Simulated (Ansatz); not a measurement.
C$_{2}$H$_{6}$ClGaGeO$_{2}$ (`[Cl][GeH]1[CH2][GaH][O]C[O]1`), relaxed with RKS PBE0-D4/def2-TZVP in Ansatz 0.2.0 from a GFN2-xTB geometry. The force threshold is 0.005 eV/Å; the program also tests the step.

Total charge 0; spin multiplicity 1.

Start:

```xyz
13

Cl    0.153    1.608   -2.383
Ge   -0.886    0.946   -0.699
C    -0.155    1.442    1.085
Ga    0.330   -0.537    1.490
O     1.507   -1.230    0.307
C     0.714   -1.402   -0.818
O    -0.588   -0.900   -0.583
H    -2.388    0.856   -0.961
H     0.693    2.123    0.978
H    -0.905    1.916    1.715
H    -0.248   -1.444    2.602
H     0.600   -2.471   -1.047
H     1.172   -0.907   -1.685
```

(1) By how much does the energy fall, and how many steps does the optimiser take? (Estimate.)

(2) Which bonds change most? (Best estimate.)

(3) Give the relaxed structure. (Best estimate.)

## Answers

(1) The calculation gave: 0.42 eV, in 32 steps, 3 of them rejected.

(2) Ansatz gave: C3–Ga4 from 2.077 to 1.972 Å; Ge2–O7 from 1.874 to 1.775 Å; Cl1–Ge2 from 2.087 to 2.166 Å; Ge2–C3 from 1.991 to 1.929 Å.

(3) The calculation gave: 
```xyz
13

Cl    0.946    1.789   -1.779
Ge   -0.790    0.925   -0.815
C    -0.550    1.174    1.082
Ga    0.684   -0.267    1.618
O     0.949   -1.518    0.365
C     0.423   -1.567   -0.918
O    -0.757   -0.826   -1.107
H    -2.046    1.439   -1.522
H    -0.166    2.167    1.321
H    -1.507    1.044    1.598
H     1.466   -0.530    2.933
H     0.160   -2.606   -1.145
H     1.187   -1.224   -1.630
```
